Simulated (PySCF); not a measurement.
# Electronic structure of F+ (fluorine, charge +1) at the UHF level

Configuration: [He] 2s2 2p4, high-spin 3P determinant. Calculation: PySCF 2.14, in aug-cc-pCVTZ-DK; the spin-free X2C one-electron Hamiltonian (Gaussian nucleus).

```json
{
  "Total energy": "-98.918420 hartree",
  "One-electron energy": "-133.2994 hartree",
  "Hartree (Coulomb) energy": "44.0689 hartree",
  "Exchange energy": "-9.6879 hartree",
  "⟨S²⟩": "2.0053",
  "⟨L²⟩": "2.010",
  "Sum of ⟨r⟩": "6.159 bohr",
  "Sum of ⟨r²⟩": "7.121 bohr²",
  "Traceless quadrupole moment −½Σ⟨3z² − r²⟩ along its main axis": "-0.534 e·bohr²",
  "Langevin diamagnetic susceptibility": "-5.64 ×10⁻⁶ cm³/mol"
}
```

```csv
shell,electrons,mean orbital energy (eV),spread (eV),"rms radius, mean of both spins (bohr)"
1s α,1,-740.72,0,0.204
1s β,1,-737.85,0,0.204
2s α,1,-65.465,0,1.05
2s β,1,-54.394,0,1.05
2p α,3,-40.699,3.303,1.10
2p β,1,-35.632,0,1.10
```

Spin-orbit constants ζ (cm⁻¹) from the X2C one-electron operator on these orbitals: bare nucleus, nucleus screened by l(l+1)(2l+1)/3 electrons, and screened by the Breit-Pauli mean field of the electrons.

| shell | bare | screened nucleus | mean field |
| --- | --- | --- | --- |
| 2p | 470.0 | 365.6 | 319.9 |

To first order the Landé constant is A = -159.9 cm⁻¹, so the lowest level has J = 2 and lies 0.0198 eV below the centre of the term. This holds in LS coupling only.
